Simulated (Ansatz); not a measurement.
The same path of H3InS2 (6 atoms, charge 0, multiplicity 1) was run twice with different band settings. The coordinate that changes most is the dihedral H4–S1–In2–S3.

Theory: Ansatz 0.2.0, RKS PBE/def2-SVP.

Relaxed end points:

```xyz
6
Properties=species:S:1:pos:R:3
S -1.859 -0.492 0.168
In 0.391 0.123 -0.512
S 1.917 0.448 1.344
H -2.302 -0.561 -1.119
H 0.891 0.320 -2.155
H 0.963 0.162 2.275
```

```xyz
6
Properties=species:S:1:pos:R:3
S -1.888 -0.472 -0.761
In 0.458 0.151 -0.835
S 1.590 0.375 1.302
H -1.920 -0.517 0.601
H 1.280 0.425 -2.328
H 0.481 0.039 2.021
```

Common settings: movable images 7; climbing image yes; optimiser quadratic models (default); start path through a guess of the saddle point; force threshold 0.05 eV/Å; iteration limit 60; end points relaxed.

| run | spring |
| --- | --- |
| 1 | 5.0 eV/Å² |
| 2 | 0.5 eV/Å² |

(1) What does each run give, and how far can it be trusted?

Results:

(1) Run 1: converged after 7 iterations, highest image 0.162 eV above the first end. A vibrational analysis at the climbing image gives one clearly imaginary mode, 235i cm⁻¹: a first-order saddle point.
Run 2: converged after 8 iterations, highest image 0.162 eV above the first end. Another band between the same ends (7 images) ends at a top of the same energy, where a vibrational analysis finds 1 clearly imaginary mode.
